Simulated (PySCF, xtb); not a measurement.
W(NH)(S)(SH)2 (H₃NS₃W), SMILES [SH][W](=[NH])(=[S])[SH], multiplicity 1.

GFN2-xTB in xtb at its own geometry gives an orbital gap of 1.76 eV and a dipole moment of 3.05 D.

Geometry: B3LYP-D3(BJ)/def2-SVP. The spin state was assumed, not searched. The structure was generated by enumeration; whether it is a known compound was not checked. The def2 effective core potentials stand for the cores of W; spin–orbit coupling is left out. One conformer was computed; it need not be the lowest.

Problem. What does PBE/def2-TZVP (PySCF) give? (The exact figures need the calculation; the answer reports its results.)

Solution. gap 3.01 eV (levels -6.34 and -3.33 eV), dipole 1.59 D.
